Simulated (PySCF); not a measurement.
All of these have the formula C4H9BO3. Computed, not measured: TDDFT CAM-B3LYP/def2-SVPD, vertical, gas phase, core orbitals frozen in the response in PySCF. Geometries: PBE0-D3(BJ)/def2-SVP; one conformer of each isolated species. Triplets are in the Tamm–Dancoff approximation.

Problem. Rank by computed lowest singlet excitation energy, lowest first.
A. `CO[C@@H]1COB(C)O1`
B. `COB1OCCCO1`
C. `C1(OB(O)OC)CC1`
D. `CCOB1OCCO1`

Solution. C (6.99 eV), D (7.25 eV), B (7.51 eV), A (7.85 eV).

| SMILES | S1 (eV) | LUMO (eV) | gap (eV) | T1 (eV) | α (au) | f (S1) | S1 mainly |
| --- | --- | --- | --- | --- | --- | --- | --- |
| COB(O)OC1CC1 | 6.99 | 0.82 | 9.63 | 6.90 | 70.4 | 0.002 | H→L (85%) |
| CCOB1OCCO1 | 7.25 | 0.90 | 10.35 | 7.08 | 69.5 | 0.000 | H→L (87%) |
| COB1OCCCO1 | 7.51 | 0.95 | 10.32 | 7.39 | 69.8 | 0.004 | H→L (81%) |
| CO[C@@H]1COB(C)O1 | 7.85 | 0.94 | 10.60 | 7.61 | 70.8 | 0.007 | H→L (55%) |

H and L stand for HOMO and LUMO.

- `COB(O)OC1CC1`: Löwdin shares by element: HOMO carbon 51% or more, oxygen 30% or more (atoms not listed hold the other 19%); LUMO boron 47%, oxygen 23% or more, hydrogen 9% or more (atoms not listed hold the other 21%).
- `CCOB1OCCO1`: Löwdin shares by element: HOMO oxygen 56% or more, carbon 18% or more (atoms not listed hold the other 26%); LUMO boron 42%, carbon 17% or more, oxygen 5% or more (atoms not listed hold the other 36%).
- `COB1OCCCO1`: Löwdin shares by element: HOMO oxygen 58% or more, carbon 15% or more (atoms not listed hold the other 26%); LUMO boron 38%, carbon 22% or more (atoms not listed hold the other 41%).
- `CO[C@@H]1COB(C)O1`: Löwdin shares by element: HOMO oxygen 54% or more, carbon 18% or more, hydrogen 6% or more (atoms not listed hold the other 22%); LUMO boron 46%, carbon 11% or more, oxygen 5% or more (atoms not listed hold the other 37%).

Without π bonds the low states are Rydberg-like; a valence basis with one diffuse set may place them up to an eV too high.
